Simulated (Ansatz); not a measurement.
Ideal-gas functions of CH$_{4}$SSeSi, SMILES `C1S[SiH2][Se]1` at 500 K and 1 bar, from an Ansatz frequency run at PBE0-D4/def2-TZVP.

Molar mass 155.16 g/mol, point group Cs (symmetry number 1), electronic degeneracy 1, moments of inertia 100.449, 236.079, 327.51 u Å². Harmonic wavenumbers (cm⁻¹, unscaled): 81, 279, 416, 528, 533, 571, 632, 736, 783, 823, 989, 1068, 1185, 1455, 2217, 2218, 3104, 3175.

Use S(trans) = R[1.5 ln M + 2.5 ln T − 1.1517]; rotational temperatures θ = 24.2544 K / I; S(rot) = R[ln(√π/σ · √(T³/θAθBθC)) + 1.5]; for each mode x = 1.438777 ν̃/T, S = R[x/(eˣ − 1) − ln(1 − e⁻ˣ)] and H = RT x/(eˣ − 1); 1 cm⁻¹ = 0.0119627 kJ/mol; R = 8.31446 J/(mol·K).

By hand: the entropy, in J/(mol·K).

Translation 182.5. Rotation: θ = 0.2415, 0.1027, 0.0741 K, giving 120.9. Vibration, mode by mode: 20.44, 10.36, 7.30, 5.59, 5.53, 5.06, 4.40, 3.47, 3.12, 2.85, 1.96, 1.63, 1.25, 0.66, 0.10, 0.10, 0.01, 0.01, in all 73.9. Electronic 0.0. Sum 377.3 J/(mol·K).

By hand: H − E and G − E in kJ/mol, counted from the electronic energy.

Zero-point energy ½ × 20793 × 0.0119627 = 124.4; thermal vibration 20.7; translation, rotation and pV give 4 RT = 16.6. H − E = 161.7 kJ/mol, and G − E = 161.7 − 500 × 377.3/1000 = -26.9 kJ/mol.

Vibration gives 20 % of the entropy, 20.4 J/(mol·K) of it from the mode under 150 cm⁻¹: soft modes count most, and the harmonic formula is weakest for them.
